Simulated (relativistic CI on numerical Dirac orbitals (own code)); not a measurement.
**Slater and spin-orbit integrals, Hg¹⁰⁺**

These numbers are calculated, not measured: Dirac-Coulomb-Breit CI, KLI orbitals optimised for each configuration, model QED (radiative potential, 1s self-energy scaled to tabulated hydrogen-like ionisation energies), unscaled Slater integrals (own radial code, finite nucleus).

Slater integrals F^k, G^k are unscaled and averaged over j, outside the closed core [Kr] 4d10 4f14; ζ comes from projecting the Hamiltonian with its Breit term on Σ l·s of the shell.

- 5s2 5p6 5d2: F^2(5d,5d) = 91997, F^4(5d,5d) = 62844, ζ(5d) = 9449.3 cm⁻¹; <r>(5d) = 1.155, <r^2>(5d) = 1.5 (bohr units).
- 5s2 5p6 5d 6s: ζ(5d) = 9722.9, G^2(5d,6s) = 25908 cm⁻¹; <r>(5d) = 1.15, <r^2>(5d) = 1.488, <r>(6s) = 1.709, <r^2>(6s) = 3.238 (bohr units).
- 5s2 5p6 5d 5f: ζ(5d) = 9689.6, F^2(5d,5f) = 69606, F^4(5d,5f) = 45120, G^1(5d,5f) = 80505, G^3(5d,5f) = 50430, G^5(5d,5f) = 36253, ζ(5f) = 632.14 cm⁻¹; <r>(5d) = 1.152, <r^2>(5d) = 1.493, <r>(5f) = 1.567, <r^2>(5f) = 2.781 (bohr units).

Task: Give the Racah parameters of the d shell in 5s2 5p6 5d2.

Result: B = F²/49 − 5F⁴/441 = 1165 cm⁻¹ and C = 35F⁴/441 = 4988 cm⁻¹.

In this model ζ of a weakly bound d, f or g electron outside closed shells comes out too small, for d by up to a factor of two or three and at times with the wrong sign; that of an outer p electron is too small as well.

Averages of the first 10 configurations, taken without configuration mixing, which lowers the lowest level and can move excited configurations by several eV; other configurations of the list can lie among them:

```
Configuration  Parity  States  Average energy above the lowest level (eV)
  5s2 5p6 5d2    even      45                                         5.8
5s2 5p6 5d 6s    even      20                                        41.7
5s2 5p6 5d 5f     odd     140                                        71.2
  5s2 5p5 5d3     odd     720                                        76.1
  5s2 5p6 6s2    even       1                                        80.1
5s2 5p6 5d 6p     odd      60                                        60.2
  5s2 5p6 5f2    even      91                                       138.2
5s2 5p6 5d 5g    even     180                                       108.7
5s2 5p6 6s 6p     odd      12                                        97.5
5s2 5p6 5f 6s     odd      28                                       108.8
```
